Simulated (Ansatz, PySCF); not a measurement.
Energy difference R1 + R2 → P1, each structure at its B3LYP-D3(BJ)/def2-TZVP stationary point, reached from a drawn start (curvature not checked).
R1, MnO (SMILES [O]=[Mn]) (charge 0, multiplicity 6, Z-matrix in Å and degrees):
```
Mn
O 1 1.6311
```
P1, H2MnO2 (SMILES [OH][Mn][OH]) (charge 0, multiplicity 6):
```json
[
 {"atom": "Mn", "x (Å)": "0.0005", "y (Å)": "-0.0623", "z (Å)": "-0.1023"},
 {"atom": "O", "x (Å)": "1.8129", "y (Å)": "-0.3001", "z (Å)": "-0.0520"},
 {"atom": "H", "x (Å)": "2.3978", "y (Å)": "-0.5570", "z (Å)": "0.6611"},
 {"atom": "O", "x (Å)": "-1.8115", "y (Å)": "0.0849", "z (Å)": "-0.3003"},
 {"atom": "H", "x (Å)": "-2.3997", "y (Å)": "0.8345", "z (Å)": "-0.2065"}
]
```
R2, H2O (SMILES O) (charge 0, multiplicity 1):
```xyz
3

O      0.0000     0.0000     0.3896
H      0.0000     0.7650    -0.1949
H      0.0000    -0.7650    -0.1949
```

| level | reaction energy (eV) | cost |
|---|---|---|
| HF/def2-QZVPP | -3.405 | - |
| PBE-D3(BJ)/def2-TZVPP | -2.547 | ×1 |
| BLYP/def2-TZVPP | -2.451 | ×0.9 |
| revPBE-D3(BJ)/def2-TZVPP | -2.439 | ×0.9 |
| revPBE-D4/def2-TZVPP | -2.434 | ×0.9 |
| r2SCAN/def2-TZVPP | -2.869 | ×1 |
| r2SCAN-D4/def2-TZVPP | -2.875 | ×1 |
| B3LYP/def2-TZVPP | -3.031 | ×1 |
| PBE0/def2-TZVPP | -3.184 | ×1 |
| BHLYP/def2-TZVPP | -3.774 | ×2 |
| M06-2X/def2-TZVPP | -4.119 | - |
| CAM-B3LYP/def2-TZVPP | -3.386 | ×1 |
| CAM-B3LYP-D4/def2-TZVPP | -3.408 | ×1 |
| wB97X-V/def2-TZVPP | -3.435 | ×2 |
| B2PLYP-D4/def2-TZVPP | -3.437 | ×2 |
| MP2/def2-QZVPP | -4.817 | - |
| SCS-MP2/def2-QZVPP | -4.830 | - |
| CCSD/def2-SVP | -3.454 | - |
| CCSD(T)/def2-TZVPP | -3.413 | ×20 |
| CCSD(T)/def2-QZVPP | -3.508 | ×400* |

P less R. No zero-point or thermal terms; singlets are restricted closed shells; open shells are unrestricted; no spin–orbit coupling. The spin states of the d-block species are the ones drawn and need not be the lowest.

Correlated levels freeze the cores.

Doubts at one or more of the structures used: a spin-contaminated determinant (HF/def2-QZVPP, BHLYP/def2-TZVPP, B2PLYP-D4/def2-TZVPP, MP2/def2-QZVPP, SCS-MP2/def2-QZVPP, CCSD/def2-SVP, CCSD(T)/def2-TZVPP, CCSD(T)/def2-QZVPP); T1 above 0.05 (CCSD/def2-SVP, CCSD(T)/def2-TZVPP, CCSD(T)/def2-QZVPP).

Run with Ansatz (Gaussian orbitals); PySCF for M06-2X and the D3/D4 terms. Each number belongs to the level named beside it.

Costs are rough ratios of core time to PBE/def2-TZVPP (about 9 s over the structures, on one shared machine); a dash marks a level with no comparable run of its own. A star marks coupled-cluster runs past 200 virtual orbitals, where the program's memory plan changes under this machine's limit, so their costs aren't comparable with smaller runs.

Ansatz is a first-principles code.
